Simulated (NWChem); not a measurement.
C2H4OSe; SMILES O=CC[SeH]

```xyz
8

O      0.5711     2.5386    -0.0889
C      0.0906     1.5533     0.4313
C     -0.9791     0.6913    -0.1999
Se    -0.2157    -1.1003    -0.5830
H      0.4395     1.1863     1.4460
H     -1.8615     0.5655     0.4583
H     -1.2853     1.1184    -1.1738
H     -0.2696    -1.5513     0.8330
```
Atoms are numbered in this order, from 1.

Level: PBE-D3(BJ)/def2-SVP (NWChem), optimised geometry, unscaled harmonic frequencies. This build's default masses of Se (78.918 u) and Br (79.917 u) are each other's, which moves their modes by up to 0.6 %.

```csv
frequency (cm⁻¹),IR intensity (km/mol)
89,2.3
149,9.3
245,4.0
438,10.6
590,3.7
693,0.5
833,2.4
936,5.1
1027,27.1
1122,21.4
1141,6.7
1355,3.7
1369,9.2
1790,201.7
2350,16.6
2782,108.1
3013,1.8
3100,0.1
```

```json
{
 "zero_point_energy": "32.9 kcal/mol",
 "thermal correction to the enthalpy at 298.15 K (with zero-point energy)": "36.9 kcal/mol",
 "heat capacity Cv": "17.0 cal/(mol K)",
 "entropy at 298.15 K and 1 atm (symmetry number 1)": "76.5 cal/(mol K)",
 "dipole_moment": "2.55 D"
}
```

Rigid rotor and harmonic oscillator; modes under 100 cm⁻¹ make the entropy uncertain.
